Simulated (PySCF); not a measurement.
A species of formula C7H6 (triplet) has this rotational fingerprint, computed with PBE0-D3(BJ)/def2-SVP geometry optimisation, gas phase (PySCF 2.14.0):

```
Rotational constants : A = 5929, B = 2682, C = 1847 MHz
Dipole components    : |μa| = 0.36 D, |μb| = 0.67 D, |μc| = 0.00 D
Inertial defect      : 0.00 u·Å²
κ                    : -0.59
```

**Question.** Which structure is it? (One computed conformer of each.)
A. `[CH2:1][c:2]1[c:3][cH:4][cH:5][cH:6][cH:7]1` (triplet state) with H–C1–C2–C3 0° and 180°
B. alpha,4-didehydrotoluene (`[CH2]C1=CC=[C]C=C1`) [triplet]

**Answer.** A. It is [CH2]c1[c]cccc1, an asymmetric top, point group Cs. The candidates at the same level (rigid rotor, commonest isotopes):

```tsv
SMILES	A (MHz)	B (MHz)	C (MHz)	μa (D)	μb (D)	μc (D)	Δ (u·Å²)	point group	rotor
[CH2]c1[c]cccc1	5929	2682	1847	0.36	0.67	0.00	0.00	Cs	asymmetric top
[CH2]c1cc[c]cc1	5444	2880	1883	0.74	0.00	0.00	0.00	C2v	asymmetric top
```

`[CH2]c1cc[c]cc1` has A 8 % too low. In the right answer the mirror of this Cs structure is the ab plane, so μc vanishes by symmetry. No structure here is proved a minimum.
